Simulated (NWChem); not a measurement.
Species: trimethylarsine (C$_{3}$H$_{9}$As); SMILES C[As](C)C

All runs: NWChem. Pople sets run with spherical d functions. Coordinates come from a PBE0/def2-SVP optimisation. Total energies compare along this basis series because the functional is fixed.

```tsv
level	basis functions	energy (Ha)	highest occupied level (eV)	orbital gap (eV)	dipole (D)
B3LYP/STO-3G	42	-2328.9425	-4.01	10.17	0.76
B3LYP/3-21G	67	-2344.2710	-5.98	7.77	0.94
B3LYP/6-31G*	92	-2355.3634	-6.09	7.48	1.21
B3LYP/def2-SVP	119	-2355.2945	…	7.53	0.91
B3LYP/def2-SVPD	170	-2355.3037	-6.33	6.79	0.95
B3LYP/def2-TZVP	195	-2355.7112	-6.30	7.12	0.86
B3LYP/aug-cc-pVTZ	404	-2355.7550	-6.34	6.02	0.93
```

Task: Fill in the missing entries.

Result: 
- B3LYP/def2-SVP, highest occupied level (eV): -6.22
